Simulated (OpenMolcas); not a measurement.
Ni2+ (d8) on a cation site of an ionic host was computed by CASSCF with the d shell active (OpenMolcas, ANO-RCC-VDZP on the metal). Its lowest spin-free states, and all those of the highest spin:

```json
{"2S+1": "3", "Degeneracy": "3", "E (cm-1)": "0.0"}
{"2S+1": "3", "Degeneracy": "3", "E (cm-1)": "2539"}
{"2S+1": "3", "Degeneracy": "1", "E (cm-1)": "5647"}
{"2S+1": "1", "Degeneracy": "3", "E (cm-1)": "16853"}
{"2S+1": "1", "Degeneracy": "2", "E (cm-1)": "17869"}
{"2S+1": "3", "Degeneracy": "3", "E (cm-1)": "21229"}
{"2S+1": "1", "Degeneracy": "3", "E (cm-1)": "25830"}
{"2S+1": "1", "Degeneracy": "3", "E (cm-1)": "27260"}
{"2S+1": "1", "Degeneracy": "1", "E (cm-1)": "27661"}
{"2S+1": "1", "Degeneracy": "2", "E (cm-1)": "27792"}
{"2S+1": "1", "Degeneracy": "1", "E (cm-1)": "63047"}
```

Question: Is the site octahedral, tetrahedral or cube-like, axial, or of lower symmetry?

Answer: The states with 2S+1 = 3 have orbital degeneracies 3, 3, 1, 3. Threefold states need a cubic site. For d8 at this spin an octahedron puts the single A2 below the threefold T2 and a tetrahedron or cube puts the threefold T1 below the threefold T2, so the site is a tetrahedron or a cube, which this pattern cannot tell apart. The run had Ni2+ with its 8 nearest fluoride ions at 2.212 Å, on the Ca site of CaF2 (a = 5.46294 Å, distance in the model lattice 2.366 Å). The rest of the host is ab initio model potentials to 7.6 Å and point charges beyond; the distance is set by hand and nothing relaxes. Ligand basis ANO-RCC-VDZP.

An orbital triplet at a regular site is open to Jahn-Teller coupling, which can distort the site and quench the lowest spin-orbit gaps and is left out. Without dynamic correlation the repulsion within the d shell is too large (B by tens of per cent), so at a given field states of lower spin stand too high. Ligand-to-metal charge-transfer states are missing. With no ligand orbital active B as a rule stays too high, so bands that hang on it stand too high and its fall with covalency is understated. With metal d orbitals alone and no dynamic correlation 10Dq can be off by a tenth to a fifth, either way, in oxide and fluoride hosts. No measured value stands beside these numbers; the geometry was set by hand and not optimised.
